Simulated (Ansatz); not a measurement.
Dissociation curve of SMILES CC(C)(C)[O][K] (C4H9KO). The C4–H15 bond (C4 also carries C, H, H; H15 carries nothing else) is varied alone, starting from the PBE0/def2-SVP optimised geometry.

Method: unrestricted BLYP/def2-SVP in Ansatz (a program for electronic structure).

The batch members p0 to p7 hold the bond at 0.91, 0.97, 1.04, 1.06, 1.10, 1.14, 1.18, 1.24 Å.

Ansatz input:

Ansatz 0.2 input:
```yaml
# input.yaml
basis:
  gaussian: { orbitals: def2-svp }
hamiltonian:
  xc: blyp
batch:
  members: [p0.yaml, p1.yaml, p2.yaml, p3.yaml, p4.yaml, p5.yaml, p6.yaml, p7.yaml]

# p4.yaml, one of the 8 members of this batch
crystal:
  periodic: [false, false, false]
  atoms:
    - { symbol: K, position_ang: [4.2082004, 0.98787569, 0.70436064] }
    - { symbol: O, position_ang: [2.38796355, -0.06262567, -0.05239451] }
    - { symbol: C, position_ang: [1.27354081, -0.70192866, -0.51318522] }
    - { symbol: C, position_ang: [0.0, 0.0, 0.0] }
    - { symbol: C, position_ang: [1.2488179, -0.69559088, -2.05463308] }
    - { symbol: C, position_ang: [1.25493997, -2.16577141, -0.02874796] }
    - { symbol: H, position_ang: [-0.93282374, -0.47651517, -0.34787294] }
    - { symbol: H, position_ang: [0.0, 1.04991315, -0.33588531] }
    - { symbol: H, position_ang: [1.2598637, 0.3451494, -2.41786628] }
    - { symbol: H, position_ang: [0.36534778, -1.20248584, -2.48020206] }
    - { symbol: H, position_ang: [2.15352728, -1.1949814, -2.43837909] }
    - { symbol: H, position_ang: [1.26727361, -2.1874666, 1.07331204] }
    - { symbol: H, position_ang: [2.16217702, -2.68060994, -0.38501736] }
    - { symbol: H, position_ang: [0.37388682, -2.73140432, -0.37808004] }
    - { symbol: H, position_ang: [0.0, 0.0, 1.1] }
total_charge: 0
magnetization:
  spin_polarized: true
```

Lines of the output on each member:

```
Member 2: Total energy: -22657.17169035 eV, -832.6357020377 hartree
Member 1: Total energy: -22656.85539661 eV, -832.6240784571 hartree
Member 0: Total energy: -22656.32117036 eV, -832.6044460046 hartree
Member 3: Total energy: -22657.21631028 eV, -832.6373417898 hartree
Member 4: Total energy: -22657.25803045 eV, -832.6388749781 hartree
Member 5: Total energy: -22657.24747102 eV, -832.6384869260 hartree
Member 6: Total energy: -22657.19574186 eV, -832.6365859147 hartree
Member 7: Total energy: -22657.06022242 eV, -832.6316056670 hartree
```

The unrestricted determinant behind UKS-BLYP is spin-contaminated at 2.34 to 3.18 Å (<S²> up to 0.8, against 0.00 for a pure singlet).
